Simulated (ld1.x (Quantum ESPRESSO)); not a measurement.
**Ranking TM potentials for phosphorus**

All share these settings but for the change named:

| Item | Value |
| --- | --- |
| Element | P (Z = 15) |
| Generator | ld1.x (Quantum ESPRESSO) 7.5 |
| Type | norm-conserving Troullier–Martins (Kleinman–Bylander form) |
| Functional | PW91 |
| Relativity | non-relativistic |
| Frozen core | [Ne] |
| Valence charge | 5 |
| Reference configuration | 3s2 3p2 (charge +1) |
| Partial waves | 3p (bound): rc 1.50 bohr; 3s (bound): rc 1.70 bohr |
| Local potential | the s channel |
| Core correction | none |

Test errors are all-electron minus pseudo excitation energies from the reference, over 3s2 3p3; 3s2 3p1; 3s2 3p0; 3s1 3p3; 3s0 3p5; 3s1 3p0; 3s2 3p2.5. None of these files shows a bound ghost.

The base gives 219.6 meV.

Of 11 variants that were run, those that failed, showed a ghost or another fault, or gave nearly equal values are left out.

A variant can come out equal or close to the base, since the largest error may sit in a test that the change hardly touches while other tests move.

**Question.** Rank these variants by their largest absolute test error, smallest first.
A. type ultrasoft; waves now 3s (bound): rcut 1.50, rcutus 1.70 bohr; 3s channel at 2.95 Ry: rcut 1.50, rcutus 1.70 bohr; 3p (bound): rcut 1.30, rcutus 1.50 bohr; 3p channel at 0.45 Ry: rcut 1.30, rcutus 1.50 bohr; local potential all-electron potential smoothed inside 1.60 bohr (lloc = -1); augmentation PSQ, inside the norm-conserving radii
B. functional LDA (PZ)
C. core correction a·sin(br)/r model core inside 1.42 bohr
D. all radii scaled by about 0.88 (s 1.50, p 1.32 bohr)

**Answer.** C (119.2 meV), A (149.2 meV), D (202.8 meV), B (431.8 meV).
